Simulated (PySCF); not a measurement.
## How methods differ on the excitation energy of Eu

Eu [Xe] 4f7 6s2 (8S) → Eu [Xe] 4f7 5d2 (10F), as a difference of total energies. Calculation: PySCF 2.14, in cc-pVDZ-X2C (8s7p5d3f1g, 84 functions); scalar relativity by spin-free X2C-1e. Correlated levels: valence: [Kr] 4d10 frozen; valence and next inner shell: [Ar] 3d10 frozen. The calculations carry no spin-orbit coupling.

```tsv
method	excitation energy (eV)
UHF	3.766
LDA	3.832
PBE	3.597
PBE0	3.602
r2SCAN	3.134
MP2 (valence)	4.187
SCS-MP2 (valence)	4.509
MP2 (valence and next inner shell)	4.253
SCS-MP2 (valence and next inner shell)	4.544
```

Q: How much does correlation contribute at MP2 (valence and next inner shell)?

A: 4.253 − (3.766) = 0.487 eV, measured against UHF.

A first-order spin-orbit estimate (lowest level to lowest level, LS coupling) adds -0.112 eV.
